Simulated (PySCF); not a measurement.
C2H6AlCl, SMILES C[CH2][AlH][Cl].

The structure is a stationary point at PBE0-D3(BJ)/def2-SVP. The structure was generated by enumeration; whether it is a known compound was not checked. The values are those of a single conformer.

The numbers are results of TDDFT-PBE/def2-SVPD in PySCF, not measurements.

Vertical excitations. 

Problem. List the lowest excited states. (Estimate from the structure and the level; the computed values follow.)

Solution. 
```tsv
state	energy (eV)	λ (nm)	f	main pairs
S1	4.68	265	0.000	HOMO→LUMO 100 %
S2	5.84	212	0.002	HOMO−1→LUMO 98 %
S3	6.04	205	0.067	HOMO→LUMO+1 93 %
S4	6.26	198	0.052	HOMO−2→LUMO 92 %
S5	6.44	193	0.016	HOMO−3→LUMO 97 %
S6	6.48	191	0.005	HOMO→LUMO+2 97 %
S7	6.60	188	0.003	HOMO−4→LUMO 94 %
S8	7.00	177	0.013	HOMO−1→LUMO+1 97 %
S9	7.14	174	0.040	HOMO−2→LUMO+1 96 %
S10	7.25	171	0.003	HOMO−5→LUMO 97 %
T1	4.39	282	0	HOMO→LUMO 99 %
T2	5.52	225	0	HOMO→LUMO+1 98 %
T3	5.59	222	0	HOMO−1→LUMO 89 %
T4	5.70	218	0	HOMO−2→LUMO 98 %
```
Triplets are in the Tamm–Dancoff approximation, which puts them higher than full response would, so one can lie above its singlet here.
